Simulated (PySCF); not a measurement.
Predicted microwave data (PBE0/pcSseg-1 in PySCF (dipole) on a GFN2-xTB geometry, gas phase) for one isomer of C6H8N4:

```
Rotational constants : A = 3720, B = 705.7, C = 680.2 MHz
Dipole components    : |μa| = 6.28 D, |μb| = 3.61 D, |μc| = 1.03 D
Inertial defect      : -108.98 u·Å²
κ                    : -0.98
```

Question: Which structure is it? (One computed conformer of each.)
A. `[CH3:1][CH2:2][n:3]1[n:4][n:5][c:6]([C:7]#[N:8])[c:9]1[CH3:10]` with C1–C2–N3–N4 -91°
B. `[CH3:1][CH2:2][CH2:3][n:4]1[cH:5][c:6]([C:7]#[N:8])[n:9][n:10]1` with C1–C2–C3–N4 68°, C2–C3–N4–C5 84°
C. `[CH3:1][CH2:2][n:3]1[n:4][n:5][c:6]([CH3:7])[c:8]1[C:9]#[N:10]` with C1–C2–N3–N4 -107°
D. `[CH3:1][CH:2]([CH3:3])[n:4]1[n:5][n:6][cH:7][c:8]1[C:9]#[N:10]` with C1–C2–N4–N5 -61°

Answer: B. It is CCCn1cc(C#N)nn1, a near-prolate asymmetric top, point group C1. The candidates at the same level (rigid rotor, commonest isotopes):

```json
{"SMILES": "CCn1nnc(C)c1C#N", "A (MHz)": "1863", "B (MHz)": "1311", "C (MHz)": "826.1", "μa (D)": "1.41", "μb (D)": "0.26", "μc (D)": "0.06", "Δ (u·Å²)": "-44.90", "point group": "C1", "rotor": "asymmetric top"}
{"SMILES": "CCCn1cc(C#N)nn1", "A (MHz)": "3720", "B (MHz)": "705.7", "C (MHz)": "680.2", "μa (D)": "6.28", "μb (D)": "3.61", "μc (D)": "1.03", "Δ (u·Å²)": "-108.98", "point group": "C1", "rotor": "near-prolate asymmetric top"}
{"SMILES": "CCn1nnc(C#N)c1C", "A (MHz)": "2920", "B (MHz)": "919.5", "C (MHz)": "753.0", "μa (D)": "6.51", "μb (D)": "4.02", "μc (D)": "0.79", "Δ (u·Å²)": "-51.54", "point group": "C1", "rotor": "asymmetric top"}
{"SMILES": "CC(C)n1nncc1C#N", "A (MHz)": "1742", "B (MHz)": "1308", "C (MHz)": "889.9", "μa (D)": "2.05", "μb (D)": "1.07", "μc (D)": "0.00", "Δ (u·Å²)": "-108.70", "point group": "Cs", "rotor": "asymmetric top"}
```

`CC(C)n1nncc1C#N` has B 85 % too high; `CCn1nnc(C#N)c1C` has B 30 % too high; `CCn1nnc(C)c1C#N` has B 86 % too high. No structure here is proved a minimum.
